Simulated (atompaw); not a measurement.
**Li (Z = 3): PAW (atompaw) pseudisation with PBEsol, scalar-relativistic reference atom.**

The input file (atompaw 4.2.0.5):

```
Li 3
GGA-PBESOL scalarrelativistic loggrid 1500 logderivrange -2 5 176
2 2 0 0 0 0
2 0 1
2 1 0
0 0 0
c
v
v
2
3.00 2.70 2.60 2.55
y
1.55
n
y
0.25
n
y
0.4
y
1.55
n
bloechl besselshape
3 1 troulliermartins
PWSCFOUT
UPFDX 0.0125d0 UPFXMIN -7.d0 UPFZMESH 3.d0
END
```

Command:

```bash
atompaw < Li.input > Li.log
```

The program printed (summary file):

```
Completed calculations for Li (AE)

 Exchange-correlation type: GGA, Perdew-Burke-Ernzerhof modified (PBEsol)

 Radial integration grid is logarithmic
 r0 =   2.3230853E-03 h =   6.9692560E-03   n =      1500 rmax =   8.0000000E+01

 Scalar relativistic calculation

 AEatom converged in  21 iterations
   nz     =   3.00
   delta  =       3.025138098608E-17

 All Electron Orbital energies:
  n  l      occupancy      energy
  1  0      2.0000000E+00 -3.7758362E+00
  2  0      1.0000000E+00 -2.0740869E-01
  2  1      0.0000000E+00 -7.7581270E-02

 Total energy
   Total                    :      -14.77563065366007

 ---
 Completed calculations for Li (SC)

 Exchange-correlation type: GGA, Perdew-Burke-Ernzerhof modified (PBEsol)

 Radial integration grid is logarithmic
 r0 =   2.3230853E-03 h =   6.9692560E-03   n =      1500 rmax =   8.0000000E+01

 Scalar relativistic calculation

 SCatom converged in   1 iterations
   nz     =   3.00
   delta  =       2.870156439104E-19

 Valence Electron Orbital energies:
  n  l      occupancy      energy
   2  0      1.0000000E+00 -2.0740869E-01
   2  1      0.0000000E+00 -7.7581270E-02

 Total energy
   Total                    :      -14.77563065366020
   Valence                  :       -3.55815902623658

 PAW parameters:
       lmax =            2
         rc =    3.0004496019213001
        irc =         1029
   rc_shape =    2.7023938199339002
    rc_vloc =    2.6097677074089511
    rc_core =    2.5557216787056558
   Vloc: Norm-conserving Troullier-Martins with l= 3;e=   1.0000E+00
   Projector type: Bloechl + Gram-Schmidt ortho.
   Bessel compensation charge shape zeroed at   2.7024E+00

 Number of basis functions     6
 No.   n  nodes  l      Energy         Cp coeff         Occ
  1    2    1    0   -0.2074087E+00 -0.1879299E+01  0.1000000E+01
  2  999    2    0    0.1550000E+01 -0.2913260E+01  0.0000000E+00
  3    2    0    1   -0.7758127E-01  0.4543468E+00  0.0000000E+00
  4  999    1    1    0.2500000E+00  0.1129474E+02  0.0000000E+00
  5  999    0    2    0.4000000E+00  0.6214458E-01  0.0000000E+00
  6  999    1    2    0.1550000E+01  0.1538384E+02  0.0000000E+00

 Eigenvalues of overlap operator (in the basis of projectors):
    1        6.48900690E-02
    2        7.07362332E-02
    3        1.25776371E-01
    4        3.24045377E+00
    5        4.52350674E+00
    6        5.97260714E+00

 Orbital leakage outside PAW augmentation regions
   orb  is_core?  %out_of_sphere
   1 0    T           0.01
   2 0    F          68.14
   2 1    F          80.32

 Summary of PAW energies
   Total valence energy     :     -3.55815921195782
   Smooth energy            :      0.25102738484283
   One center               :     -3.80918659680065
   Smooth kinetic           :      0.13418939665515
   Vloc energy              :     -0.00596850690347
   Smooth exch-corr         :     -0.22755851905217
   One-center xc            :     -3.20100926687248
```

The run took about 0.67 s on one core of a shared server CPU.
